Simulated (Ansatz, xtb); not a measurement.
## Relative energy of two structures of CHBCa

Structure X: `[B]1=[CH][Ca]1`, a singlet. Structure Y: a singlet given by its coordinates. Both are isolated molecules in the gas phase, relaxed with r2SCAN-D4/def2-SVP.

X (Å):

```yaml
atoms:
  - { symbol: C, position_ang: [-0.0967, -0.1042, -0.8044] }
  - { symbol: B, position_ang: [-1.2594, -0.0687, -0.0412] }
  - { symbol: Ca, position_ang: [0.4498, 0.2593, 1.4408] }
  - { symbol: H, position_ang: [0.4532, -0.2054, -1.7436] }
```

Y (Å):

```xyz
4

C    -0.4166    0.8229   -0.8429
B     0.0402    1.8651   -1.6250
Ca   -2.3020    0.5463   -1.7073
H     0.5688    2.7630   -2.2166
```

Close contacts (Å): C1–B2 1.38, C1–Ca3 2.09, B2–Ca3 2.69, B2–H4 1.20.

Energies in hartree; the thermal terms are from r2SCAN-D4/def2-SVP harmonic frequencies (ideal gas, rigid rotor, one conformer each, 298.15 K, 1 atm) and include the zero-point energy:

|  | X | Y |
| --- | --- | --- |
| E, CCSD(T)/def2-TZVPP | −740.287989 | −740.285316 |
| zero-point energy | 0.015417 | 0.014647 |
| H(298 K) − E | 0.020076 | 0.019333 |
| G(298 K) − E | −0.010293 | −0.011181 |

Question: Work out ΔE, ΔE₀, ΔH and ΔG for X → Y in kcal/mol (1 Eh = 627.51 kcal/mol) and the equilibrium ratio [Y]/[X].

Answer: 1. ΔE = −740.285316 − (−740.287989) = +0.002673 Eh = +1.68 kcal/mol.
2. ΔE₀ = ΔE + ΔZPE = +0.002673 + (−0.000770) Eh = +1.19 kcal/mol.
3. ΔH = ΔE + (−0.000743) Eh = +1.21 kcal/mol.
4. ΔG = ΔE + (−0.000888) Eh = +1.12 kcal/mol, so ΔS = (ΔH − ΔG)/T = +1.3 J/(mol K).
5. kT = 0.9442 mEh, so K = [Y]/[X] = exp(−ΔG/kT) = exp(−1.89) ≈ 0.15.

Structure X is favoured at this temperature. An error of 1 kcal/mol in ΔG would change K by a factor of 5.4. r2SCAN-D4/def2-SVP, MP2/def2-TZVPP gave ΔE the other sign. Large T1 diagnostics make the coupled-cluster value less sure. Mirror images and further conformers aren't counted.

Other levels gave ΔE = −2.2 (r2SCAN-D4/def2-SVP); −0.2 (HF/def2-TZVPP); −2.1 (MP2/def2-TZVPP) kcal/mol. The correlated steps freeze 7 core orbitals; the last core shell of Ca is correlated, in a basis made for valence electrons. Programs: Ansatz 0.2.0.
